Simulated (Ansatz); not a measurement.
Se(CN)2 (C2SeN2). Total charge 0; singlet. Geometry relaxed at PBE0-D4/def2-SVP.

Cartesian coordinates in Å:
```
Se 0.408 0.172 -1.180
C 1.148 0.603 0.447
N 1.688 0.911 1.427
C -1.125 -0.593 -0.513
N -2.119 -1.092 -0.181
```

Problem. Estimate the harmonic wavenumbers at RKS PBE0-D4/def2-SVP (Ansatz, unscaled). Is this a minimum?

Solution. 109, 307, 346, 363, 465, 555, 566, 2329, 2341 cm⁻¹. Yes, no mode is imaginary beyond noise. Zero-point energy 44.1 kJ/mol. Hardware: 4 threads of Arm Neoverse V1 on a shared host. Wall time 23 s.
